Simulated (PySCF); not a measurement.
Computed shifts of a molecule C₄H₁₀O₂, HF/pcSseg-1 run with PySCF, GIAO, gas phase, equivalent atoms averaged, in ppm (number of nuclei): ¹³C: 76.5 (1), 63.0 (1), 57.9 (1), 22.5 (1). ¹H: 3.89 (1), 3.76 (3), 3.37 (1), 3.21 (1), 3.10 (1), 1.65 (3). References: ¹³C against TMS (σ = 192.6 ppm); ¹⁷O against H2O (σ = 333.0 ppm); ¹H against TMS (σ = 31.99 ppm), references at their B3LYP-D3(BJ)/def2-TZVP geometries, non-relativistic. Coordinates come from a PBE-D3(BJ)/def2-SVP optimisation. One conformer was computed; it need not be the lowest.

Task: Pick the molecule that these values belong to.
A. COCCCO
B. CC(CO)CO
C. COCC(C)O
D. COCCOC

Result: C, COCC(C)O
